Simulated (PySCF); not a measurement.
# Vibration and rotation of RbTe⁺

UHF-CCSD(T) constants of RbTe⁺, ³Σ⁻ (triplet), unpaired electrons π ↑↑ (PySCF, scalar-relativistic core potentials, basis sets Rb def2-SVP with ECP28, Te def2-SVP with ECP28; masses 84.9118 and 129.9062 u):

* ωe: 60.1 cm⁻¹
* ωexe: 0.435 cm⁻¹
* Be: 0.02175 cm⁻¹
* αe: 0.000164 cm⁻¹
* D (centrifugal): 1.14e-08 cm⁻¹
* De to Rb⁺ + Te: 0.356 eV

**Question.** Give the vibrational terms G(v) and spacings up to v = 6.

**Answer.** G(v) = ωe(v+½) − ωexe(v+½)².

| v | G(v) (cm⁻¹) | G(v) − G(v−1) | Bv (cm⁻¹) |
| --- | --- | --- | --- |
| 0 | 29.9 |  | 0.02167 |
| 1 | 89.2 | 59.2 | 0.02150 |
| 2 | 147.5 | 58.4 | 0.02134 |
| 3 | 205.0 | 57.5 | 0.02118 |
| 4 | 261.6 | 56.6 | 0.02101 |
| 5 | 317.4 | 55.8 | 0.02085 |
| 6 | 372.3 | 54.9 | 0.02068 |

**Question.** How well does the Morse estimate ωe²/(4ωexe) reproduce De, and what is D0?

**Answer.** It gives 0.257 eV, 72 % of the computed De. D0 = De − G(0) = 0.356 − 0.004 = 0.352 eV.

Correlated steps freeze 4 core orbitals. The bond is weak. Basis-set superposition, not corrected here, can be much of De in a small basis, most of all at correlated wavefunction levels. These are scalar-relativistic numbers at best; spin–orbit coupling would shift them, the dissociation energy most. For an ion De counts to the pair picked by the measured ionisation energies or electron affinities, which need not be the lowest pair at this level. The state is the lowest determinant that a PBE0 search found; another state may lie lower at other levels.
